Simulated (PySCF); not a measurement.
Species: [AlCl6]3- (charge -3).
Cartesian coordinates in Å at the PBE0-D3(BJ)/def2-SVP level; atoms count from 1:
```xyz
7
AlCl6 angstrom
Al     0.0140   -0.0160   -0.0095
Cl     0.0029   -0.0260    2.3952
Cl     0.0248   -0.0041   -2.4152
Cl     2.4211    0.0024    0.0007
Cl    -2.3959   -0.0316   -0.0200
Cl    -0.0060    2.3911   -0.0039
Cl     0.0309   -2.4180   -0.0159
```

The calculation used PBE0-D3(BJ)/def2-SVP geometry optimisation, gas phase in PySCF.

Take the most abundant isotopes and a rigid rotor. 

Give the principal moments of inertia and the rotational constants in MHz.

Ia = 808.96, Ib = 809.42, Ic = 811.08 u·Å²; 505379 MHz·u·Å²/I gives A = 624.7, B = 624.4, C = 623.1 MHz.

What kind of rotor is it?

A spherical top, as the point group Oh requires three equal moments; the computed ones differ by 0.26 % because the geometry is symmetric only within the optimiser's tolerance.

The point group Oh allows no dipole (computed: 0.03 D (about the centre of mass, as the species is charged)), so a rigid rotor has no electric-dipole lines.

Estimate the classical rotational partition function at 25 K, 50 K and 500 K.

Point group Oh, symmetry number σ = 24; q = (√π/σ)·√((kT/h)³/(ABC)), k/h = 20836.6 MHz/K: 1780 at 25 K, 5040 at 50 K, 159000 at 500 K.

Stationary, but not proved a minimum. Whether so highly charged an anion holds all its electrons in the gas phase wasn't checked; a finite basis holds them in any case. No counter-ion or solvent screens the charge of this multiply charged ion. The geometry's basis has no diffuse functions, a weakness for an anion. These are rigid-rotor constants of the computed structure; measured ground-state constants (B0) also hold zero-point vibration.

The run took 73 s on an Arm Neoverse V2 with one thread, shared host with 32 logical CPUs at a one-minute load of 18, and the process peaked at 0.53 GiB of memory. These figures are those of the optimisation.
